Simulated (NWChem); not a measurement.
System: C$_{2}$H$_{6}$MgO$_{2}$; SMILES C[O][Mg][O]C

The following NWChem deck was run.

```
start job
memory heap 200 mb stack 900 mb global 1100 mb
geometry units angstroms noautosym nocenter noautoz
  Mg     0.000000     0.000000     0.701573
  O      1.768550     0.008175     0.702069
  C      3.139849     0.014527     0.702711
  H      3.554849     0.968719     1.086335
  H      3.562806    -0.791654     1.336023
  H      3.560670    -0.127712    -0.313440
  O     -1.768550    -0.008175     0.702069
  C     -3.139849    -0.014527     0.702711
  H     -3.562806     0.791654     1.336023
  H     -3.560670     0.127712    -0.313440
  H     -3.554849    -0.968719     1.086335
end
basis spherical
  * library 6-311g**
end
dft
  xc b3lyp
  iterations 150
end
property
  shielding 4 1 2 3 4
end
task dft property
```

The geometry was optimised at PBE0/def2-SVP.

GIAO values for the isolated, static molecule; σ is the absolute isotropic shielding, δ = σ(reference) − σ with the isolated reference molecule computed at the same levels (13C: tetramethylsilane, 1H: tetramethylsilane, 17O: water).

Atoms are numbered as in the input.

Q: Give the results of this calculation. (B3LYP/6-311G** (spherical d), GIAO.) Quantities: σ Mg1 (ppm); δ O2 (ppm); δ C3 (ppm); δ H4 (ppm).

A: The σ Mg1 (ppm) comes out as 554.2 and the δ O2 (ppm) is -26.0. The δ C3 (ppm) is 55.4 and the δ H4 (ppm) is 3.95.
